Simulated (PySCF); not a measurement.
2,2-dichloropropane (C₃H₆Cl₂), SMILES CC(C)(Cl)Cl.

The structure is a stationary point at PBE0-D3(BJ)/def2-SVP.

Two levels are set side by side: PBE/def2-TZVP (PySCF) and ωB97X/def2-TZVP (PySCF). Same geometry, gas phase. Differences are taken from unrounded values.

```tsv
quantity	ωB97X
orbital gap (eV)	13.26
highest occupied level (eV)	-10.90
lowest empty level (eV)	2.36
dipole moment (D)	2.30
mean polarisability (bohr³)	60.6
```

### Question
What does PBE give, and how far is it from ωB97X? (The exact figures need the calculation; the answer reports its results.)

### Answer

```tsv
quantity	PBE	PBE minus ωB97X
orbital gap (eV)	5.97	-7.29
highest occupied level (eV)	-7.02	3.88
lowest empty level (eV)	-1.05	-3.41
dipole moment (D)	2.19	-0.12
mean polarisability (bohr³)	63.3	2.7
```

Without exact exchange PBE keeps part of each electron's self-repulsion, which lifts occupied levels and narrows the gap. Loosely held outer electrons make PBE densities more polarisable. Differences between two approximate levels are no errors against the true value.

Rough cost on one machine, each run with all the roots and properties that it gave: ωB97X against PBE within a factor of 2.
